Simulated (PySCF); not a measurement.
**Finite-field polarisability of Sb⁻ (antimony, charge -1)**

[Kr] 4d10 5s2 5p4, high-spin 3P determinant. Computed with PySCF 2.14 in aug-cc-pVQZ-DK3 (9s8p6d3f2g, 102 functions), with scalar relativity by spin-free X2C-1e. Frozen: [Kr] 4d10. Energy changes in a uniform field (μhartree):

| axis | F (au) | HF | MP2 | CCSD | CCSD(T) |
| --- | --- | --- | --- | --- | --- |
| x | 0.0014 | -98.178 | -105.221 | -104.314 | -106.882 |
| x | 0.0028 | -393.071 | -421.349 | -417.765 | -428.084 |
| y | 0.0011 | -106.356 | -109.871 | -108.118 | -111.516 |
| y | 0.0022 | -427.981 | -438.721 | -433.768 | -447.173 |

By symmetry the remaining axis equals x.

Problem. Derive α along x at CCSD(T) from the two fields.

Solution. With ΔE = −αF²/2 − γF⁴/24, α = −(16 ΔE(F) − ΔE(2F))/(6F²) = 109.0 bohr³.

Problem. And the mean polarisability at each level?

Solution. The components xx, yy, zz at CCSD(T) are 109.0, 184.2, 109.0, the third axis being equal by symmetry to one of the two computed. Means: HF 125.2, MP2 132.1, CCSD 130.4, CCSD(T) 134.1 bohr³.

The polarisability of an anion needs two sets of diffuse s and p functions; this basis lacks them, so these values show the method and not the converged property.
